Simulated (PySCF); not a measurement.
Polarisability and C₆ of Li⁻ (lithium, charge -1)

[He] 2s2, closed-shell 1S. Computed with PySCF 2.14 in dyall-av3z, with scalar relativity by spin-free X2C-1e. Coupled (time-dependent) response in atomic units; α is the mean over directions.

```
method  mean α (bohr³)  C₆ (like pair)    S(−4)
   UHF            1147           32300  1387000
```

S(−4) is the Cauchy moment in α(ω) = α(0) + S(−4) ω² + …

α(iu) at UHF:

| u (hartree) | α(iu) (bohr³) |
| --- | --- |
| 0 | 1147 |
| 0.0500 | 368.2 |
| 0.100 | 141.4 |
| 0.200 | 42.64 |
| 0.300 | 20.03 |
| 0.500 | 7.618 |
| 0.750 | 3.557 |
| 1.00 | 2.093 |
| 1.50 | 1.014 |
| 2.00 | 0.6162 |
| 3.00 | 0.3095 |
| 5.00 | 0.1284 |

A single London oscillator, α(iu) = α/(1 + u²/ω²), gives C₆ = (3/4) ω α². Matching the computed C₆ needs ω = 4 × 32300 / (3 × 1147²) = 0.0327 hartree.

For an ion, C₆ is the dispersion term alone; charge-induced terms of lower order in 1/R come first.
